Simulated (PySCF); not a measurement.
## Se⁺ (selenium, charge +1) across methods

[Ar] 3d10 4s1 4p3 4d1, high-spin 6D determinant (an excited configuration). Computed with PySCF 2.14 in x2c-TZVPPall with one added diffuse shell each of s, p, d type (7s6p5d1f, 57 functions), with scalar relativity by spin-free X2C-1e.

```
 method  E (hartree)  mean ε 4s α (eV)  mean ε 4p α (eV)  mean ε 4d α (eV)  Σ⟨r²⟩ (bohr²)   ⟨S²⟩
  B3LYP    -2428.693           -33.837           -20.952            -6.378          39.22  8.751
 r2SCAN    -2428.668           -33.051           -20.460            -5.923          38.96  8.751
 M06-2X    -2428.782           -36.242           -22.644            -7.196          39.17  8.750
    UHF  -2427.05925           -41.362           -25.613            -8.473          38.85  8.751
r2SCANh    -2428.661           -33.934           -21.018            -6.189          38.91  8.751
   PBE0    -2428.400           -34.455           -21.430            -6.620          38.85  8.751
    LDA    -2425.060           -32.051           -19.940            -5.894          39.18  8.751
    PBE    -2428.337           -31.919           -19.849            -5.926          39.09  8.751
wB97M-V    -2428.478           -37.120           -23.703            -8.118          39.19  8.751
```

The outer electron is Rydberg-like, and this basis confines it to a smaller radius and binds it less than a complete one would.
